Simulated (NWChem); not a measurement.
System: water (H2O); SMILES O

The following NWChem deck was run.

```
start job
memory heap 200 mb stack 700 mb global 900 mb
geometry units angstroms noautosym nocenter noautoz
  O      0.000000     0.000000     0.132618
  H      0.762618     0.000000    -0.464642
  H     -0.762618     0.000000    -0.464642
end
basis spherical
  * library 6-311g**
end
dft
  xc b3lyp
  iterations 150
end
property
  shielding 2 1 2
end
task dft property
```

Geometry: optimised at B3LYP/6-31G* (spherical d). No frequency run checked for a minimum.

GIAO values for the isolated, static molecule; σ is the absolute isotropic shielding.

Atoms are numbered as in the input.

Question: Predict the main results of this run. (B3LYP/6-311G** (spherical d), GIAO.) Quantities: σ O1 (ppm); σ H2 (ppm).

Answer: 
```yaml
"σ O1 (ppm)": 337.2
"σ H2 (ppm)": 31.73
```
